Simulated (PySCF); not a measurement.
CH₅FOSi₂, SMILES F[Si@H]1CO[SiH2]1. Geometry: B3LYP-D3(BJ)/def2-SVP. The structure was generated by enumeration; whether it is a known compound was not checked.

Computed equilibrium geometry at B3LYP-D3(BJ)/def2-SVP (PySCF confirms it by a frequency run) as Cartesian coordinates in Å:
```xyz
10

F     -1.4436     1.5831    -0.7396
Si    -0.6986     0.6313     0.3605
C     -0.7650    -1.2547    -0.0240
O      0.6531    -1.5460    -0.0264
Si     1.5090    -0.0765     0.0443
H     -1.2200     1.0468     1.6940
H     -1.2736    -1.8791     0.7311
H     -1.2143    -1.4854    -1.0070
H      2.2125     0.2638    -1.2267
H      2.5071    -0.0655     1.1520
```
Charge 0, spin multiplicity 1.
